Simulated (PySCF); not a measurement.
## Dipole response of Sm(2+) (samarium, charge +2)

[Xe] 4f6, high-spin 7F determinant. Calculation: PySCF 2.14, in ANO-RCC-VTZP (8s7p5d3f2g1h, 104 functions); the spin-free X2C one-electron Hamiltonian (Gaussian nucleus). Coupled (time-dependent) response in atomic units; α is the mean over directions. The basis has no added diffuse functions, which lowers α and C₆.

```
method  mean α (bohr³)         α xx, yy, zz  C₆ (like pair)  S(−4)
   UHF           8.552  8.350, 8.350, 8.958           50.75  46.92
```

S(−4) is the Cauchy moment in α(ω) = α(0) + S(−4) ω² + …

Spin-orbit coupling is absent.

α(iu) at UHF:

```json
{"u (hartree)": "0", "α(iu) (bohr³)": "8.552"}
{"u (hartree)": "0.0500", "α(iu) (bohr³)": "8.442"}
{"u (hartree)": "0.100", "α(iu) (bohr³)": "8.173"}
{"u (hartree)": "0.200", "α(iu) (bohr³)": "7.543"}
{"u (hartree)": "0.300", "α(iu) (bohr³)": "6.992"}
{"u (hartree)": "0.500", "α(iu) (bohr³)": "6.035"}
{"u (hartree)": "0.750", "α(iu) (bohr³)": "4.962"}
{"u (hartree)": "1.00", "α(iu) (bohr³)": "4.062"}
{"u (hartree)": "1.50", "α(iu) (bohr³)": "2.797"}
{"u (hartree)": "2.00", "α(iu) (bohr³)": "2.033"}
{"u (hartree)": "3.00", "α(iu) (bohr³)": "1.225"}
{"u (hartree)": "5.00", "α(iu) (bohr³)": "0.5995"}
```

A single London oscillator, α(iu) = α/(1 + u²/ω²), gives C₆ = (3/4) ω α². Matching the computed C₆ needs ω = 4 × 50.75 / (3 × 8.552²) = 0.925 hartree.

For an ion, C₆ is the dispersion term alone; charge-induced terms of lower order in 1/R come first.

The components differ because the open shell of this determinant is not spherical; for a pure term their mean is the scalar polarisability.

Spin-orbit coupling, absent here, splits the open shell strongly.
